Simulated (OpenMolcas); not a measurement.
Re II: from CASSCF to CASPT2

| Item | Value |
| --- | --- |
| Program | OpenMolcas 26.06 |
| Basis | ANO-RCC-VQZP [9s8p6d4f3g2h] |
| Scalar Hamiltonian | DKH2, point nucleus |
| Active space | 6 electrons in 6 orbitals (5d 6s) |
| State averaging | 2S+1 = 7 even, 1 root; 2S+1 = 5 even, 35 roots kept (CI in the orbitals of an earlier block); 2S+1 = 3 even, 55 roots kept (CI in the orbitals of an earlier block); 2S+1 = 1 even, 10 roots kept (CI in the orbitals of an earlier block) |
| Spin-orbit coupling | RASSI with atomic mean-field integrals over the reference wave functions, term energies averaged over their components |

Methods on the same reference wave functions:
A. CASSCF
B. SS-CASPT2, IPEA 0.25 Eh, imaginary shift 0.1 Eh (closed shells correlated: 5s 5p)
C. MS-CASPT2, IPEA 0.25 Eh, imaginary shift 0.1 Eh (closed shells correlated: 5s 5p)

Energies in cm-1 above 5d5 6s 7S3, the measured ground level; measured values from NIST Handbook of Basic Atomic Spectroscopic Data.

```csv
Level,A,B,C,Measured
5d5 6s 7S3,0.0,0.0,0.0,0.0
5d5 6s 5D2 [50 %],21875,15390,15400,
5d5 6s 5D3,22395,16300,16340,
5d5 6s 5D4,22780,16490,16050,
5d5 6s 5D1,23002,16650,16350,
5d5 6s 5D0,23178,16660,16190,
5d5 6s 5S2 [58 %],25276,18380,18290,17224
5d5 6s 5G2 [65 %],25409,20430,20380,18846
5d5 6s 5G3 [70 %],25992,21010,20860,19140
5d5 6s 5G4,26682,21860,21800,20463
5d5 6s 5G5,27193,22560,22560,20976
5d5 6s 5G6,27418,22810,22810,20782
5d5 6s 1S0 [64 %],33974,25710,25700,
5d5 6s 3G5,36460,29000,28990,
```

Deviations, from unrounded energies. A percentage is the sum of absolute deviations over the sum of measured energies, with the sign that they share, or ± where signs differ.

```json
{"Against measurement": "mean absolute deviation (cm-1)", "Levels": "6", "A": "6800", "B": "1600", "C": "1500"}
{"Against measurement": "other terms of the ground configuration (%)", "Levels": "6", "A": "+34.5", "B": "+8.2", "C": "+7.9"}
```

B, C lie about equally close to measurement and A furthest from it. The largest miss of C in the table is 5d5 6s 5G6, by +2000 cm-1. The ranking rests on the paired levels alone, and a cruder setting can come out closer through cancelling errors.

Between B and C the level of the table that moves most is 5d5 6s 5D0, by 480 cm-1 (lowest in C, highest in B). Moves below CASPT2's spread within the term are not significant.

The mean deviations of B to C differ by less than CASPT2's widest spread within a term (600 cm-1), so their order carries little weight.

From A to B the spin-free energies of the other terms of 5d5 6s shown, above 7S, scale by factors of 0.71 to 0.82.

The lowest spin-free term lies below A's lowest term by 0.381 hartree in B, 0.381 hartree in C.

CASPT2 breaks the degeneracy within a term, and the mean is taken; among the terms shown or strongly mixed into the levels shown the widest spread is 600 cm-1 (5d5 6s 3G, C). Terms from blocks run as CI alone lack orbitals of their own. Without dynamic correlation excited terms often stand tens of per cent too high (terms of higher spin than the ground term too low), and those without a measured partner can miss by more than the paired ones (holds for A). Some levels mix across a computed gap that differs much from the measured one, so their mixing is not that of the real levels (holds for A). The CASPT2 spread within a term exceeds the gap to the next term for 5d5 6s 1S and 5d5 6s 3G, so the order of their levels is uncertain (holds for B; C). Measured partners are found by configuration, term and J. A level has none where our copy of the source lacks it or the pairing is in doubt (some pairs that miss far off the trend of their configuration count as doubtful), and it then counts in no deviation. Only configurations of the active space appear. Levels that lie high or do not pair safely by name in every column are left out.

A share in square brackets marks a mixed level and gives the weight of the term that names it, the lowest over the columns.
